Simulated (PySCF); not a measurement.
Bonds (- single, = double, # triple, : aromatic): C1-S2, S2-C3, S2-Al4, Al4-C5, C5-Cl6, C5-Cl7, C5-Cl8. C1 carries H9, H10, H11; C3 carries H12, H13, H14; Al4 carries H15, H16. Formal charges: S2 +1, Al4 -1.

How the numbers were obtained: NMR shieldings at PBE0/pcSseg-1/GIAO, PBE0-D3(BJ)/def2-SVP geometry, in PySCF 2.14.0 with density-fitted response routines (averaged over atoms made equivalent by symmetry, fast rotation or ring inversion, relativity neglected, in vacuum, a single conformation).

δ = σ(ref) − σ, references computed at the same level: TMS for ¹³C (σ = 184.41 ppm), ¹H (σ = 31.27 ppm); ³³S (σ = 495.66 ppm) against CS2; AlH4- for ²⁷Al (σ = 489.28 ppm); ³⁵Cl (σ = 943.27 ppm) vs HCl.

| atoms | nucleus | count | δ (ppm) |
| --- | --- | --- | --- |
| S2 | ³³S | 1 | ? |
| Al4 | ²⁷Al | 1 | 65.4 |
| Cl6/Cl7/Cl8 | ³⁵Cl | 3 | ? |
| C1/C3 | ¹³C | 2 | 22.6 |
| H15/H16 | ¹H | 2 | 4.02 |
| C5 | ¹³C | 1 | 117.3 |
| H9/H10/H11/H12/H13/H14 | ¹H | 6 | 2.25 |

Complete the table.

## Answers


- S2: -93 ppm, sulfur bonded to 2 C, Al
- Cl6/Cl7/Cl8: 407 ppm, chlorine bonded to C

Hydrides on Al or Ga are broadened by the quadrupolar metal nucleus. Carbons that carry Cl, above all several Cl atoms, come out too deshielded, partly because spin–orbit coupling is missing. Shifts are as computed. Against solution values, carbons near 30 ppm lie about +2 ppm off and those near 130 ppm about +5 ppm; carbons on Cl a further +5 ppm. Of 1313 compounds with measured shifts, 239 miss one by over three times the rms of a fit or turn the order of signals round; such compounds aren't used in these exercises.
